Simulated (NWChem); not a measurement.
System: GaI2Cl; SMILES [Ga]([I])([Cl])[I]

Computed with NWChem. The geometry was optimised at PBE0/def2-SVP. def2 effective core potentials on I; no spin-orbit coupling. Level PBE/def2-SVP: energy and gradient on several grids; changes count from the extra-fine grid, which is no exact limit either.

**Question.** Which is the coarsest grid (coarse; fine; xcoarse; xfine; medium) from which on the energy stays within 500 μHa and each gradient component within 500 μHa/bohr of xfine?

**Answer.** xcoarse.
| grid | size of the energy change (μHa) | largest change of a gradient component (μHa/bohr) |
|---|---|---|
| xcoarse | 10 | 80 |
| coarse | < 10 | < 30 |
| medium | < 10 | < 30 |
| fine | < 10 | < 30 |
| xfine | < 10 | < 30 |
